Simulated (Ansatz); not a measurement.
Ansatz (a quantum-chemistry and plane-wave program) input file for hydroxymethyl(methoxy)borinic acid (C2H7BO3), SMILES C(B(OC)O)O, B3LYP-D3(BJ)/def2-SVP. 

Ansatz 0.2 input:
```yaml
crystal:
  periodic: [false, false, false]
  atoms:
    - {symbol: C, position_ang: [2.46314347, -0.14854411, -0.28463667]}
    - {symbol: O, position_ang: [1.25355062, 0.57278631, -0.15435726]}
    - {symbol: B, position_ang: [0.06957649, -0.01260964, 0.07969701]}
    - {symbol: O, position_ang: [-0.06997021, -1.36231774, 0.17074546]}
    - {symbol: C, position_ang: [-1.23591204, 0.92029890, 0.23989753]}
    - {symbol: O, position_ang: [-2.44070077, 0.16662228, 0.04658006]}
    - {symbol: H, position_ang: [2.28692529, -1.22380508, -0.24963149]}
    - {symbol: H, position_ang: [3.12911783, 0.14139829, 0.53043557]}
    - {symbol: H, position_ang: [2.92120574, 0.12133822, -1.23796778]}
    - {symbol: H, position_ang: [-0.97114724, -1.62855444, 0.36825194]}
    - {symbol: H, position_ang: [-1.30897245, 1.30565912, 1.25984455]}
    - {symbol: H, position_ang: [-1.22638668, 1.79094676, -0.42504171]}
    - {symbol: H, position_ang: [-2.48505069, -0.09119013, -0.87968750]}
basis:
  gaussian:
    orbitals: def2-SVP
hamiltonian:
  xc: b3lyp
  dispersion: d3bj
relax: {f_tol: 0.002, max_steps: 200}
```

It prints:

```
WARN ansatz: RAYON_NUM_THREADS=2 ignored (pool sized by the plan → 2); use --threads N
Functional definition: B3LYP
integrals: 0.08 GiB planned
1303 factors; integrals over basis functions are off by at most 4.1e-4 eV
mean field: 0.53 GiB planned
mean field evaluation 1: about -8991.5489 eV, gradient 7.1e1 eV
mean field evaluation 2: about -8984.5421 eV, gradient 9.6e1 eV
mean field evaluation 4: about -9001.3028 eV, gradient 2.7e0 eV
mean field evaluation 8: about -9001.3647 eV, gradient 1.0e-1 eV
mean field evaluation 16: about -9001.3647 eV, gradient 1.5e-5 eV
mean field -9001.36472145 eV, -330.7940521691 hartree, gradient 1.5e-5 eV, S^2 0.000000; 0 other end points of the search recorded, 0 dependent functions left out
the calculation of the forces begins
reference -9001.36496668 eV, -330.7940611812 hartree; 24, 24 occupied and 95, 95 virtual orbitals, 1303 factors
relax step   1: F+E_penalty+E_count = -9001.73310082 eV  Δ(F+E_penalty+E_count) = +0.000e0 eV  max|allowed force component| = 1.008e0 eV/Å  Δτ_max = 0.0000 Å  (27 SCF iters, accepted)
these checks for a lower state are left out or cut short: starts, cluster_reference, orbital_swaps, neighbouring_geometries, increment
integrals: 0.08 GiB planned
1303 factors; integrals over basis functions are off by at most 4.1e-4 eV
mean field: 0.53 GiB planned
mean field -9001.40375927 eV, -330.7954867826 hartree, gradient 6.1e-6 eV, S^2 0.000000; 0 other end points of the search recorded, 0 dependent functions left out
the calculation of the forces begins
reference -9001.40400363 eV, -330.7954957628 hartree; 24, 24 occupied and 95, 95 virtual orbitals, 1303 factors
relax step   2: F+E_penalty+E_count = -9001.77189546 eV  Δ(F+E_penalty+E_count) = -3.879e-2 eV  max|allowed force component| = 5.047e-1 eV/Å  Δτ_max = 0.0433 Å  (31 SCF iters, accepted)
these checks for a lower state are left out or cut short: starts, cluster_reference, orbital_swaps, neighbouring_geometries, increment
integrals: 0.08 GiB planned
1303 factors; integrals over basis functions are off by at most 4.1e-4 eV
mean field: 0.53 GiB planned
mean field -9001.41592497 eV, -330.7959338638 hartree, gradient 7.0e-6 eV, S^2 0.000000; 0 other end points of the search recorded, 0 dependent functions left out
the calculation of the forces begins
reference -9001.41616830 eV, -330.7959428060 hartree; 24, 24 occupied and 95, 95 virtual orbitals, 1303 factors
relax step   3: F+E_penalty+E_count = -9001.78416039 eV  Δ(F+E_penalty+E_count) = -1.226e-2 eV  max|allowed force component| = 2.198e-1 eV/Å  Δτ_max = 0.0524 Å  (29 SCF iters, accepted)
these checks for a lower state are left out or cut short: starts, cluster_reference, orbital_swaps, neighbouring_geometries, increment
integrals: 0.08 GiB planned
1303 factors; integrals over basis functions are off by at most 4.2e-4 eV
mean field: 0.53 GiB planned
mean field evaluation 32: about -9001.3517 eV, gradient 2.6e0 eV
mean field -9001.41909657 eV, -330.7960504180 hartree, gradient 5.8e-6 eV, S^2 0.000000; 0 other end points of the search recorded, 0 dependent functions left out
the calculation of the forces begins
reference -9001.41933933 eV, -330.7960593392 hartree; 24, 24 occupied and 95, 95 virtual orbitals, 1303 factors
relax step   4: F+E_penalty+E_count = -9001.78748571 eV  Δ(F+E_penalty+E_count) = -3.325e-3 eV  max|allowed force component| = 1.891e-1 eV/Å  Δτ_max = 0.0423 Å  (30 SCF iters, accepted)
these checks for a lower state are left out or cut short: starts, cluster_reference, orbital_swaps, neighbouring_geometries, increment
integrals: 0.08 GiB planned
1303 factors; integrals over basis functions are off by at most 4.2e-4 eV
mean field: 0.53 GiB planned
mean field -9001.42382568 eV, -330.7962242095 hartree, gradient 7.7e-6 eV, S^2 0.000000; 0 other end points of the search recorded, 0 dependent functions left out
the calculation of the forces begins
reference -9001.42406822 eV, -330.7962331226 hartree; 24, 24 occupied and 95, 95 virtual orbitals, 1303 factors
relax step   5: F+E_penalty+E_count = -9001.79234928 eV  Δ(F+E_penalty+E_count) = -4.864e-3 eV  max|allowed force component| = 6.047e-2 eV/Å  Δτ_max = 0.0701 Å  (29 SCF iters, accepted)
these checks for a lower state are left out or cut short: starts, cluster_reference, orbital_swaps, neighbouring_geometries, increment
integrals: 0.08 GiB planned
1303 factors; integrals over basis functions are off by at most 4.2e-4 eV
mean field: 0.53 GiB planned
mean field -9001.42438751 eV, -330.7962448565 hartree, gradient 5.4e-6 eV, S^2 0.000000; 0 other end points of the search recorded, 0 dependent functions left out
the calculation of the forces begins
reference -9001.42463014 eV, -330.7962537731 hartree; 24, 24 occupied and 95, 95 virtual orbitals, 1303 factors
relax step   6: F+E_penalty+E_count = -9001.79266796 eV  Δ(F+E_penalty+E_count) = -3.187e-4 eV  max|allowed force component| = 2.547e-2 eV/Å  Δτ_max = 0.0218 Å  (32 SCF iters, accepted)
these checks for a lower state are left out or cut short: starts, cluster_reference, orbital_swaps, neighbouring_geometries, increment
integrals: 0.08 GiB planned
1303 factors; integrals over basis functions are off by at most 4.2e-4 eV
mean field: 0.53 GiB planned
mean field -9001.42472556 eV, -330.7962572794 hartree, gradient 5.4e-6 eV, S^2 0.000000; 0 other end points of the search recorded, 0 dependent functions left out
the calculation of the forces begins
reference -9001.42496813 eV, -330.7962661938 hartree; 24, 24 occupied and 95, 95 virtual orbitals, 1303 factors
relax step   7: F+E_penalty+E_count = -9001.79278191 eV  Δ(F+E_penalty+E_count) = -1.139e-4 eV  max|allowed force component| = 4.427e-2 eV/Å  Δτ_max = 0.0291 Å  (30 SCF iters, accepted)
these checks for a lower state are left out or cut short: starts, cluster_reference, orbital_swaps, neighbouring_geometries, increment
integrals: 0.08 GiB planned
1303 factors; integrals over basis functions are off by at most 4.2e-4 eV
mean field: 0.53 GiB planned
mean field evaluation 64: about -9001.4249 eV, gradient 2.3e-5 eV
mean field -9001.42488852 eV, -330.7962632681 hartree, gradient 2.3e-5 eV, S^2 0.000000; 0 other end points of the search recorded, 0 dependent functions left out
the calculation of the forces begins
reference -9001.42513112 eV, -330.7962721834 hartree; 24, 24 occupied and 95, 95 virtual orbitals, 1303 factors
relax step   8: F+E_penalty+E_count = -9001.79289202 eV  Δ(F+E_penalty+E_count) = -1.101e-4 eV  max|allowed force component| = 1.173e-2 eV/Å  Δτ_max = 0.0069 Å  (23 SCF iters, accepted)
these checks for a lower state are left out or cut short: starts, cluster_reference, orbital_swaps, neighbouring_geometries, increment
integrals: 0.08 GiB planned
1303 factors; integrals over basis functions are off by at most 4.2e-4 eV
mean field: 0.53 GiB planned
mean field -9001.42476751 eV, -330.7962588211 hartree, gradient 1.8e-5 eV, S^2 0.000000; 0 other end points of the search recorded, 0 dependent functions left out
the calculation of the forces begins
reference -9001.42501004 eV, -330.7962677340 hartree; 24, 24 occupied and 95, 95 virtual orbitals, 1303 factors
relax step   9: F+E_penalty+E_count = -9001.79289427 eV  Δ(F+E_penalty+E_count) = -2.251e-6 eV  max|allowed force component| = 1.494e-2 eV/Å  Δτ_max = 0.0039 Å  (23 SCF iters, accepted)
these checks for a lower state are left out or cut short: starts, cluster_reference, orbital_swaps, neighbouring_geometries, increment
integrals: 0.08 GiB planned
1303 factors; integrals over basis functions are off by at most 4.2e-4 eV
mean field: 0.53 GiB planned
mean field -9001.42486182 eV, -330.7962622868 hartree, gradient 7.1e-5 eV, S^2 0.000000; 0 other end points of the search recorded, 0 dependent functions left out
the calculation of the forces begins
reference -9001.42510439 eV, -330.7962712013 hartree; 24, 24 occupied and 95, 95 virtual orbitals, 1303 factors
relax step  10: F+E_penalty+E_count = -9001.79291054 eV  Δ(F+E_penalty+E_count) = -1.627e-5 eV  max|allowed force component| = 1.855e-3 eV/Å  Δτ_max = 0.0020 Å  (20 SCF iters, accepted)
integrals: 0.08 GiB planned
1303 factors; integrals over basis functions are off by at most 4.2e-4 eV
mean field: 0.53 GiB planned
mean field -9001.42486182 eV, -330.7962622868 hartree, gradient 7.1e-5 eV, S^2 0.000000; 1 other end points of the search recorded, 0 dependent functions left out
the calculation of the forces begins
reference -9001.42510439 eV, -330.7962712013 hartree; 24, 24 occupied and 95, 95 virtual orbitals, 1303 factors
Total energy: -9001.79315312 eV, -330.8097967425 hartree
Atom 0 at     2.489122    -0.142737    -0.242627 Å, force    -0.001136    -0.000440     0.000392 eV/Å
Atom 1 at     1.283041     0.589996    -0.132175 Å, force     0.000864    -0.000263     0.000265 eV/Å
Atom 2 at     0.077306    -0.005867     0.034762 Å, force     0.000858    -0.001079    -0.000530 eV/Å
Atom 3 at    -0.066883    -1.358501     0.074606 Å, force     0.000052     0.001387    -0.000257 eV/Å
Atom 4 at    -1.233176     0.880300     0.212862 Å, force    -0.000809    -0.000137    -0.001855 eV/Å
Atom 5 at    -2.406278     0.042978     0.173270 Å, force     0.000337    -0.000208     0.001679 eV/Å
Atom 6 at     2.314651    -1.229029    -0.209281 Å, force     0.000911    -0.000312    -0.000036 eV/Å
Atom 7 at     3.163812     0.137678     0.582793 Å, force    -0.000251     0.000231    -0.000017 eV/Å
Atom 8 at     2.984540     0.113140    -1.193354 Å, force    -0.000556     0.000060    -0.000058 eV/Å
Atom 9 at    -1.012553    -1.536596     0.223179 Å, force     0.000209    -0.000001     0.000085 eV/Å
Atom 10 at    -1.218288     1.367038     1.204742 Å, force    -0.000717     0.000237     0.000213 eV/Å
Atom 11 at    -1.291822     1.706523    -0.519487 Å, force     0.000385     0.000353     0.000666 eV/Å
Atom 12 at    -2.698092    -0.012894    -0.745160 Å, force    -0.000148     0.000172    -0.000547 eV/Å
Dipole moment:    -0.011845     0.008622    -0.245630 e Å
```

The calculation finished and met its thresholds.

Cost: about 40 core-seconds (a rough figure).
